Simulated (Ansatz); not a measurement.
## Molecular dynamics of H3CCl

input.yaml

```yaml
accuracy: low
crystal:
  lattice:
    - [9.028715, 0.0, 0.0]
    - [0.0, 9.028715, 0.0]
    - [0.0, 0.0, 9.028715]
  atoms:
    - { symbol: C, position: [0.38555935, 0.43953871, 0.34478466] }
    - { symbol: Cl, position: [0.56917777, 0.51702983, 0.37266138] }
    - { symbol: H, position: [0.3647986, 0.43739694, 0.22569443] }
    - { symbol: H, position: [0.38500098, 0.32818479, 0.39245331] }
    - { symbol: H, position: [0.30544612, 0.51157935, 0.40037093] }
    - { symbol: C, position: [0.98512973, 0.72502299, 0.62894578] }
    - { symbol: Cl, position: [1.00219594, 0.63659573, 0.45163301] }
    - { symbol: H, position: [1.07878448, 0.80066768, 0.64282231] }
    - { symbol: H, position: [0.88085908, 0.78676581, 0.63177419] }
    - { symbol: H, position: [0.98610948, 0.63898685, 0.71449698] }
    - { symbol: C, position: [0.05321833, 0.19838579, 0.68656156] }
    - { symbol: Cl, position: [0.17195242, 0.09989045, 0.55896164] }
    - { symbol: H, position: [-0.0574971, 0.14921977, 0.68040713] }
    - { symbol: H, position: [0.09813153, 0.18670433, 0.79857635] }
    - { symbol: H, position: [0.05153455, 0.31543246, 0.6528605] }
    - { symbol: C, position: [0.58936748, 0.5041236, 0.7662375] }
    - { symbol: Cl, position: [0.59142376, 0.48562575, 0.96556797] }
    - { symbol: H, position: [0.48878119, 0.45125434, 0.72416689] }
    - { symbol: H, position: [0.59048761, 0.62219464, 0.7381583] }
    - { symbol: H, position: [0.68790494, 0.449162, 0.7213215] }
    - { symbol: C, position: [0.3343742, 0.94028201, 0.98484791] }
    - { symbol: Cl, position: [0.292209, 0.84477956, 1.15351316] }
    - { symbol: H, position: [0.41078509, 1.03091396, 1.00942235] }
    - { symbol: H, position: [0.38619953, 0.86214918, 0.90819432] }
    - { symbol: H, position: [0.23082577, 0.98310752, 0.93886441] }
    - { symbol: C, position: [0.90272588, 0.27838094, 0.27956609] }
    - { symbol: Cl, position: [1.02177073, 0.36123041, 0.14393056] }
    - { symbol: H, position: [0.92085711, 0.15848742, 0.2781424] }
    - { symbol: H, position: [0.93160721, 0.32613102, 0.38708389] }
    - { symbol: H, position: [0.78788303, 0.30535145, 0.25121763] }
    - { symbol: C, position: [0.54102108, 0.91596247, 0.50172459] }
    - { symbol: Cl, position: [0.63807682, 0.98538998, 0.6621463] }
    - { symbol: H, position: [0.4582513, 0.99775918, 0.46825638] }
    - { symbol: H, position: [0.62183291, 0.89827115, 0.41325494] }
    - { symbol: H, position: [0.48741309, 0.81152033, 0.53229745] }
    - { symbol: C, position: [0.82784749, 0.8127233, 0.04573125] }
    - { symbol: Cl, position: [0.87402915, 1.00060849, 0.00140727] }
    - { symbol: H, position: [0.71520115, 0.79032854, 0.00751874] }
    - { symbol: H, position: [0.90721314, 0.74037662, -0.00991915] }
    - { symbol: H, position: [0.83589907, 0.79783077, 0.16564246] }
basis:
  ecutwfc: 420.0
kpoints:
  mp_grid: { grid: [1, 1, 1] }
hamiltonian:
  xc: pbe
scf:
  occupations: { method: fermi_dirac, width: 0.05 }
  lower_state_search: "off"
md:
  timestep: 0.75
  n_steps: 230
  ensemble: nvt_langevin
  temperature: 350.0
  initial_velocities: maxwell_boltzmann
  seed: 58663
  friction: 0.02
```

Run as:

```bash
$ ansatz run input.yaml --threads 1 --pin off --max-ram 3072MiB --backend cpu --events-out ev --progress --plain --runs-dir out
```

It starts from a partly relaxed structure (largest force component 0.23 eV/Å).

Output, in part (step lines):

```
md step     0: t =     0.00 fs  T =   341.2 K  F+E_penalty+E_count = -11034.60316355 eV  E_kin = 1.764399 eV  (8 SCF iters)
md step     1: t =     0.75 fs  T =   305.1 K  F+E_penalty+E_count = -11034.52022301 eV  E_kin = 1.577504 eV  (8 SCF iters)
md step     2: t =     1.50 fs  T =   276.0 K  F+E_penalty+E_count = -11034.31568173 eV  E_kin = 1.426813 eV  (8 SCF iters)
md step     3: t =     2.25 fs  T =   243.2 K  F+E_penalty+E_count = -11034.08966824 eV  E_kin = 1.257550 eV  (7 SCF iters)
md step     4: t =     3.00 fs  T =   206.3 K  F+E_penalty+E_count = -11033.93988087 eV  E_kin = 1.066516 eV  (7 SCF iters)
md step     5: t =     3.75 fs  T =   210.0 K  F+E_penalty+E_count = -11033.91578425 eV  E_kin = 1.085980 eV  (6 SCF iters)
md step     6: t =     4.50 fs  T =   223.7 K  F+E_penalty+E_count = -11033.95754438 eV  E_kin = 1.156828 eV  (6 SCF iters)
md step     7: t =     5.25 fs  T =   225.6 K  F+E_penalty+E_count = -11033.96180976 eV  E_kin = 1.166389 eV  (6 SCF iters)
[... lines left out ...]
```

The steps, from the saved trajectory:

```csv
time (fs),T (K),potential energy less start (eV)
0.0,341,0.000
5.2,226,0.641
10.5,252,0.627
15.8,332,0.540
21.0,269,0.757
26.2,268,0.882
31.5,313,0.857
36.8,274,1.041
42.0,216,1.391
47.2,312,0.914
52.5,372,0.918
57.8,322,1.299
63.0,339,1.230
68.2,353,1.019
73.5,340,1.065
78.8,375,1.083
84.0,324,1.296
89.2,357,1.281
94.5,348,1.295
99.8,372,1.165
105.0,360,1.234
110.2,326,1.601
115.5,415,1.329
120.8,403,1.529
126.0,369,1.557
131.2,345,1.735
136.5,325,1.919
141.8,323,2.001
147.0,372,1.737
152.2,353,1.728
157.5,305,1.902
162.8,312,1.877
168.0,351,1.315
```

The run went to its last step. A run of 0.17 ps of so small a system gives no equilibrium averages. Limits of this set-up: coarse k mesh, low accuracy level.

Mean squared displacements from the first frame to the last, about the centre of mass: C 0.31 Å², Cl 0.13 Å², H 1.71 Å².

Last frame:

```xyz
40
Lattice="9.0287 0.0000 0.0000 0.0000 9.0287 0.0000 0.0000 0.0000 9.0287" Properties=species:S:1:pos:R:3
C 3.505 3.611 3.632
Cl 5.043 4.439 3.134
H 3.426 2.519 3.495
H 3.310 3.975 4.630
H 2.665 3.985 3.012
C 9.511 6.512 5.593
Cl 8.776 5.855 4.125
H 9.968 7.446 5.256
H 8.773 6.795 6.370
H 10.249 5.716 5.739
C 0.678 2.218 6.142
Cl 1.410 0.823 5.349
H 1.088 2.288 7.223
H 0.839 3.137 5.601
H -0.415 2.015 6.317
C 5.621 4.595 6.947
Cl 5.100 4.430 8.724
H 5.468 3.592 6.541
H 4.842 5.299 6.578
H 6.655 4.945 6.877
C 3.132 8.130 8.985
Cl 2.608 7.819 10.742
H 3.333 9.203 8.924
H 3.990 7.492 8.942
H 2.245 7.795 8.389
C 8.201 2.458 2.542
Cl 9.518 3.107 1.457
H 8.126 1.437 2.347
H 8.486 2.670 3.576
H 7.404 3.097 2.286
C 5.426 8.817 3.993
Cl 5.617 8.412 5.714
H 4.527 8.354 3.589
H 5.343 9.893 4.002
H 6.442 8.622 3.530
C 7.099 7.713 0.633
Cl 7.721 9.269 -0.015
H 6.119 7.261 0.222
H 7.933 6.949 0.540
H 6.955 7.818 1.711
```

Time of the run: 12 min on 1 thread of Arm Neoverse V2, with other jobs on the host, peak memory 0.61 GiB.
